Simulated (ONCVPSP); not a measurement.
# Pseudopotential generation for mercury: ONCV, LDA (Perdew-Wang 92), scalar-relativistic.

ONCVPSP 4.0.1 input, shortened (lines: element, Z, core and valence counts, functional; n l f; lmax; l rc ep ncon nbas qcut; lloc lpopt rc5 dvloc0; l nproj debl; icmod fcfact rcfact), LDA (Perdew-Wang 92), scalar-relativistic:

```
  Hg 80.00   12    2  -001012      upf
    1    0    2.00
    2    0    2.00
    2    1    6.00
    3    0    2.00
    3    1    6.00
    3    2   10.00
    4    0    2.00
    4    1    6.00
    4    2   10.00
    4    3   14.00
    5    0    2.00
    5    1    6.00
    5    2   10.00
    6    0    2.00
    2
    0    2.10    0.00    4    7    2.90
    1    2.20    0.03    4    8    4.30
    2    2.25    0.00    4    9    8.50
    4    5    1.65    0.00
    0    2    0.90
    1    3    1.50
    2    2    3.10
    3    3.25    1.40
```

In the p channel the program set the typed energies aside and used 0.050, 1.550, 3.050 Ha.

All-electron outer shells of the reference configuration (LDA (PZ), scalar-relativistic, ld1.x):

```tsv
shell	level (eV)	outermost node (bohr)	outermost maximum (bohr)
5p	-66.76	0.51	0.92
5d	-10.07	0.55	1.17
6s	-7.13	1.08	2.21
```

What the tests gave:

* Cutoffs needed: 21 Ha and 25 Ha (the cutoffs (Ha) at which the residual kinetic energy of the hardest occupied pseudo-wave falls to 1 and 0.1 mHa per electron)
* Ghost test: ghosts flagged at negative energy: s at -20.0 eV, p at -62.1 eV; GHOST(+) flagged for p at 535.4 eV; a true bound ghost makes a file unfit for plane-wave use
* Largest excitation error: -57 meV (all-electron minus pseudo) for 5d9 6s2 6p1, out of 4 test configurations
* rms error of d²Exc/dni dnj: 5.15 mHa without and 1.69 mHa with the model core

Generation and tests took about 5.4 s on one core of a shared server CPU.
